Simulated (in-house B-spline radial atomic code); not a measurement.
A fraction x of an electron is removed from 5p in the tellurium ion Te³⁺, starting from [Kr] 4d10 5s2 5p1 and keeping the highest spin. Method: scalar-relativistic (X2C) BLYP, spin-polarised, spherical fractional occupations, Fermi nucleus of rms radius 4.7423 fm. Calculated with a B-spline radial code for spherical atoms.

| x | E(x) - E(0) (eV) | 5p up level (eV) |
| --- | --- | --- |
| 0 | 0.0000 | -32.021 |
| 0.01 | 0.3207 | -32.116 |
| 0.18 | 5.9171 | -33.726 |
| 0.25 | 8.3012 | -34.392 |
| 0.44 | 15.0082 | -36.209 |
| 0.5 | 17.1980 | -36.785 |
| 0.58 | 20.1715 | -37.554 |
| 0.63 | 22.0613 | -38.036 |
| 0.78 | 27.8753 | -39.485 |
| 0.99 | 36.3807 | -41.520 |
| 1 | 36.7963 | - |

The exact functional would give a straight line between the two integer points. Deviations E(x) - E(0) - x[E(1) - E(0)], in eV: -0.047 at x = 0.01, -0.706 at x = 0.18, -0.898 at x = 0.25, -1.182 at x = 0.44, -1.2 at x = 0.5, -1.17 at x = 0.58, -1.12 at x = 0.63, -0.826 at x = 0.78, -0.048 at x = 0.99.

The curve lies below the straight line by up to 1.2 eV (at x = 0.5): convex, the delocalisation error that favours fractional charges.

Problem. How well does Slater's transition state (minus the level at half occupation) give the ionisation energy?

Solution. It gives 36.785 eV against 36.796 eV from the two total energies; NIST lists 37.42 eV, ground level to ground level.
